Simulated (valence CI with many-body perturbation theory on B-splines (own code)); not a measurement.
## Tm⁴⁷⁺: one-electron terms

Level of theory: valence CI with perturbative core correlation (CI+MBPT): four valence electrons over a frozen Dirac-Fock core [Ar], a basis of 7 s, 7 p, 8 d, 6 f, 4 g, 1 h functions for each j, with the one-electron correlation potential Σ1, the two-electron term Σ2, the three-electron term Σ3, Breit, model QED; selected CI, second order for the rest, scaled by the run's own slope (own B-spline code, finite nucleus).

No measured spectrum was set against this ion. As an estimate, large intervals hold to a few tenths of a per cent, small ones and those within an open d or f shell to about a per cent. Excitations out of the core, of the other parity, are not computed and may begin above about 219 eV (a cautious bound); beyond it only levels of the ground parity were kept, without lifetimes. Only levels of the ground parity were solved; by the run's estimate the other parity begins above the list, which can be wrong where configurations are misplaced.

These are the spectroscopic orbitals of the CI (the correlating ones are not listed), shaped by the core and the other valence electrons. h is the expectation value of the core's Dirac-Fock operator, without the valence repulsion; Σ1 is computed up to l = 3 at one energy for each symmetry, that of its lowest orbital but kept below the first core excitation, so for empty shells it is not the orbital's own correlation shift; Breit and QED include the response of the core.

```tsv
Orbital	h (hartree)	Σ1 (cm⁻¹)	Breit (cm⁻¹)	QED (cm⁻¹)	⟨r⟩ (bohr)
4s1/2	-97.976	-8106	11960	9138	0.4059
5s1/2	-60.198	-3121	5777	4506	0.6595
6s1/2	-40.735	-1568	3167	2519	0.9772
4p1/2	-95.176	-10877	19091	190	0.3996
5p1/2	-58.808	-3948	9422	104	0.6573
6p1/2	-39.95	-1943	5232	61.3	0.9789
4p3/2	-91.762	-10109	11306	1043	0.4158
5p3/2	-57.146	-3828	5628	530	0.6772
6p3/2	-39.016	-1914	3400	302	1.003
3d3/2	-163.9	-21848	24412	-1791	0.1815
4d3/2	-87.868	-10743	9169	-513	0.3926
5d3/2	-55.265	-4128	4467	-234	0.6627
3d5/2	-161.8	-20018	12903	-616	0.1850
4d5/2	-87.083	-10233	4852	-102	0.3969
5d5/2	-54.873	-3892	2338	-32.6	0.6680
4f5/2	-83.564	-27081	1346	-361	0.3533
5f5/2	-53.249	-10621	589	-170	0.6306
4f7/2	-83.279	-21856	-37.4	-188	0.3553
5f7/2	-53.096	-8574	33.7	-81.5	0.6330
5g7/2	-52.143		117	-49.3	0.5663
5g9/2	-52.07		-40.4	-6.1	0.5675
```

Among the shells of the start configuration 3d4, Σ1 is largest in size for 3d3/2, where it is 0.061 % of h.

Lowest root of each symmetry, sizes in configuration state functions:

| J | Parity | Roots | Reference | Variational | Second order | Change by selected CI (cm⁻¹) | Change by second order (cm⁻¹) |
| --- | --- | --- | --- | --- | --- | --- | --- |
| 0 | even | 5 | 37 | 4288 | 10891 | -12319 | -1 |
| 1 | even | 4 | 93 | 10623 | 14880 | -10348 | -1 |
| 2 | even | 8 | 133 | 16324 | 21033 | -11742 | -1 |
| 3 | even | 6 | 136 | 17251 | 25089 | -12216 | -2 |
| 4 | even | 7 | 121 | 17302 | 40050 | -11776 | -2 |
| 5 | even | 2 | 88 | 13089 | 2750 | -10688 | -3 |
| 6 | even | 2 | 56 | 10381 | 1575 | -10915 | -2 |
